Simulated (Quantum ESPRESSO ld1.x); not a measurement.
Values are calculated unless marked as measured or tabulated.
One sound ld1.x (Quantum ESPRESSO 7.5) input for neutral caesium gives E = -7780.838 hartree in 33 iterations:

```
 &input
    zed=55.0,
    iswitch=1,
    rel=1,
    lsd=1,
    dft='PW',
    config='[Xe] 6s1',
    verbosity='high',
    prefix='ld1',
    max_out_wfc=37,
    file_charge='ld1.rho',
 /
```

Changed or added lines, one case at a time, and what came of them:

- dft='PW91': silently wrong. The run ends normally, but in this build (ld1.x 7.5) Etot and Exc of a spin-polarised run lack the gradient corrections of exchange and correlation and come out near their LSDA values (nitrogen, PBE: -54.132 hartree against -54.536 from two other codes). The eigenvalues and orbitals are those of the GGA; the energies must not be used.
- isic=1 latt=1: refused. The program stops in ld1_readin with "isic and latter correction not allowed": the two corrections exclude each other.
- config='[Xe] 6s1 8s1': refused. The program stops in el_config with "wrong main quantum number": the config string takes n from 1 to 7 alone.
- rmax=5000.0: harmless. The energy moves by less than 1e-5 hartree against the default mesh (-7780.838 hartree).
- config='[Xe] 6s1 5g1': refused. The program stops in el_config with "l not found:G": the config string knows s, p, d and f alone.
- atom='Cs': harmless. atom and zed name the same element, and the result equals that of the sound run.
- iswitch=0: refused. The program stops in ld1_readin with "wrong iswitch": iswitch takes 1 to 4.
